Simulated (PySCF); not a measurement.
Breaking a bond: GaN, triplet.

Calculation: PySCF 2.14.0 with CCSD(T) on UHF/cc-pVDZ, 10 core orbitals frozen.

### Question
Relative to R = 2.06 Å, what are the energies at R = 1.48, 1.58, 1.73, 1.91 Å?

### Answer
102.6 mEh at 1.48 Å, 49.6 mEh at 1.58 Å, 28.0 mEh at 1.73 Å, 2.9 mEh at 1.91 Å.

The scan ran from 1.48 to 7.44 Å; beyond the distances shown one of the unrestricted levels run for this scan, shown here or not, changes its spin distribution in one step. The unrestricted determinant behind UCCSD(T) is spin-contaminated at 1.58 to 1.73, 2.29 Å (<S²> up to 2.2, against 2.00 for a pure triplet).
